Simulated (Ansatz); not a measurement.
The cluster LaCl₃. Total charge 0; triplet. Geometry PBE0-D4/def2-SVP; atoms count from 1.

| atom | x (Å) | y (Å) | z (Å) |
| --- | --- | --- | --- |
| La1 | 0.026 | 0.072 | 0.053 |
| Cl2 | -0.287 | 2.489 | -1.014 |
| Cl3 | 1.018 | -0.515 | 2.450 |
| Cl4 | -0.757 | -2.046 | -1.488 |

In the def2 sets La takes a core potential; there is no spin–orbit coupling. At PBE0-D4/def2-TZVP a singlet of charge 0 lies 4.70 eV below the triplet, each at its own geometry. The structure comes from a short search, and lower isomers may exist.

Q: Estimate the Mulliken populations from the PBE0/def2-TZVP orbitals of Ansatz.

A: 
```
atom  charge (e)  spin (α − β)  d electrons
 La1        0.90          0.99         1.42
 Cl2       -0.32          0.30            –
 Cl3       -0.32          0.29            –
 Cl4       -0.26          0.42            –
```
Mulliken values and Mayer orders depend strongly on the basis.

Q: Where does the spin sit?

A: Summed by element: La 0.99, Cl 1.01, of 2 unpaired in all. Largest on single atoms: La1 0.99, Cl4 0.42, Cl2 0.30.

Q: And the Mayer bond orders between bonded heavy atoms (over 0.3)?

A: La1–Cl2 0.72 (2.66 Å); La1–Cl3 0.73 (2.66 Å); La1–Cl4 0.63 (2.73 Å).
